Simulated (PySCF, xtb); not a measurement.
CH₂I, SMILES [CH2]I (connectivity only; charge and spin as stated), charge +1, multiplicity 1.

GFN2-xTB in xtb at its own geometry gives an orbital gap of 1.32 eV.

Geometry optimised at PBE-D3(BJ)/def2-TZVP. The spin state was assumed, not searched. The isomer is the one that the SMILES or the coordinates give; other isomers of the formula were not compared. The def2 effective core potentials stand for the cores of I; spin–orbit coupling is left out.

Question: What does PySCF with M06-2X/def2-TZVPD give? (An estimate is asked for; the answer gives what the named calculation found.)

Answer: gap 5.95 eV (levels -15.59 and -9.64 eV).
